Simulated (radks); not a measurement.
Problem. These are the eigenvalues of the occupied orbitals of an atom or ion with whole-number occupations (eV). Method: non-relativistic Kohn-Sham, r2SCAN, spin-polarised, spherical densities, point nucleus; meta-GGA in the generalised Kohn-Sham scheme; computed with a radial shooting solver on a logarithmic mesh with Libxc functionals.

| orbital | eigenvalue |
|---|---|
| 1s up | -2726.621 |
| 1s down | -2715.867 |
| 2s up | -470.3563 |
| 2s down | -450.1937 |
| 2p up | -424.2742 |

Which element is it, and in what charge state? The configuration may be excited. Open shells, if any, are filled with parallel spins first.

Solution. Z = 16, sulfur, charge +9: S9+ in [He] 2s2 2p3. The list shows which subshells hold electrons but not how many an open one holds; the 1s level, -100.2 hartree, gives Z - s = 14.2 by -(Z - s)^2/2, which with screening narrows Z to a few neighbours, and the depths of the outer levels then fix element, charge and occupations together.
